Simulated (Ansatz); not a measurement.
Z-matrix (Å, degrees):
```
C
Si 1 1.869
H 1 1.094 2 111.0
H 1 1.093 2 111.3 3 -120.0
H 1 1.093 2 111.0 3 119.9
C 2 1.865 1 110.3 3 -59.6
C 2 1.869 1 109.9 3 62.3
O 2 1.640 1 109.4 3 -177.5
H 6 1.094 2 111.3 1 60.7
H 6 1.093 2 110.8 1 -59.5
H 6 1.093 2 110.8 1 -179.1
H 7 1.093 2 111.0 1 177.4
H 7 1.093 2 111.3 1 57.3
H 7 1.094 2 111.0 1 -62.6
Si 8 1.640 2 148.7 1 -62.4
C 15 1.869 8 109.4 2 -62.6
C 15 1.869 8 109.5 2 57.9
C 15 1.865 8 107.3 2 177.7
H 16 1.094 15 111.0 8 -177.5
H 16 1.093 15 111.3 8 62.5
H 16 1.093 15 111.0 8 -57.6
H 17 1.093 15 111.0 8 57.2
H 17 1.094 15 111.0 8 177.1
H 17 1.093 15 111.3 8 -63.0
H 18 1.094 15 111.3 8 179.8
H 18 1.093 15 110.8 8 -60.0
H 18 1.093 15 110.8 8 59.7
```

Total charge 0; spin multiplicity 1.

Q: List the r2SCAN/def2-TZVPP orbital energies in eV (Ansatz 0.2.0). (Estimate.)

A: The calculation gave: Occupied: -1790.75, -1790.75, -515.04, -272.24, -272.24, -272.24, -272.24, -272.19, -272.19, -141.08, -141.08, -95.99, -95.99, -95.92, -95.92, -95.92, -95.92, -25.42, -18.49, -18.31, -17.59, -17.54, -17.50, -17.49, -13.53, -10.95, -10.57, -10.52, -10.41, -10.19, -10.18, -10.15, -10.06, -9.90, -9.69, -9.65, -9.53, -9.43, -9.12, -8.73, -8.69, -7.40, -7.38, -6.76, -6.70. Lowest empty: 0.64, 1.38, 1.53, 1.79, 1.90, 2.21, 2.41, 2.46.
